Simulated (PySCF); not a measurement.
H3O2, SMILES O[OH2+], charge +1.

Geometry optimised at B3LYP-D3(BJ)/def2-TZVP. The isomer is the one that the SMILES or the coordinates give; other isomers of the formula were not compared.

The numbers are results of ωB97X/def2-TZVPD in PySCF, not measurements.

Isolated molecule, no solvent.

Problem. Estimate the frontier levels, gap, dipole moment and polarisability. (The exact figures need the calculation; the answer reports its results.)

Solution. 
```yaml
highest_occupied_level: -20.07 eV
lowest_empty_level: -6.14 eV
orbital_gap: 13.93 eV
dipole_moment_about_the_centre_of_nuclear_charge: 2.28 D
mean_static_polarisability: 12.4 bohr³ (1.84 Å³)
polarisability_principal_values: 10.3, 10.7, 16.3 bohr³
```
